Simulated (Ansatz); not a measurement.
Total energies of the cluster Al₆N₆ from Ansatz at PBE0-D4/def2-TZVP, gas phase (1 Eh = 27.2114 eV = 2625.5 kJ/mol). The reference geometry is relaxed at PBE-D4/def2-SVP.

Cartesian coordinates in Å:
```
Al -1.759 -0.309 0.865
Al 1.663 0.314 -1.113
Al -0.686 0.252 -1.830
Al 0.636 -1.660 0.066
Al 0.792 0.547 1.735
Al -0.399 2.101 -0.091
N 0.539 -1.130 -1.700
N -1.849 0.872 -0.488
N -0.769 -1.816 1.286
N 0.560 1.698 -1.631
N -0.643 -0.521 2.305
N 1.915 -0.347 0.596
```

| state | geometry | energy (Eh) |
| --- | --- | --- |
| charge 0 singlet | reference | -1782.44532 |
| charge 1 doublet | reference | -1782.19184 |
| charge -1 doublet | reference | -1782.50627 |
| free Al atom (doublet) | – | -242.24894 |
| free N atom (quartet) | – | -54.54382 |

Work out the vertical ionisation energy to the doublet.

E(charge 1 doublet) − E(charge 0 singlet) = -1782.19184 − (-1782.44532) = 0.25348 Eh = 6.90 eV. For comparison, −ε of the highest occupied level is 5.51 eV at this level, 1.39 eV less.

Work out the vertical electron affinity, to the doublet.

E(charge 0 singlet) − E(charge -1 doublet) = -1782.44532 − (-1782.50627) = 0.06095 Eh = 1.66 eV. The basis lacks diffuse functions, which makes affinities too small.

Give the fundamental gap IE − EA, the Mulliken electronegativity (IE + EA)/2 and the hardness (IE − EA)/2.

From the values in Eh: IE − EA = 0.25348 − 0.06095 = 0.19253 Eh = 5.24 eV; (IE + EA)/2 = 4.28 eV; (IE − EA)/2 = 2.62 eV. The HOMO–LUMO gap of the same run is 2.66 eV, 2.58 eV smaller than the fundamental gap.

What is the binding energy per atom against free atoms?

Atoms: 6 × (-242.24894) + 6 × (-54.54382) = -1780.75656 Eh. Binding: -1780.75656 − (-1782.44532) = 1.68876 Eh = 45.95 eV, or 3.83 eV for each of 12 atoms (no zero-point energy, no counterpoise term).

The restricted singlet is unstable towards broken spin symmetry in Hartree–Fock (as tested in another run); at PBE0-D4/def2-TZVP this wasn't settled.  

The structure comes from a short search, and lower isomers may exist.
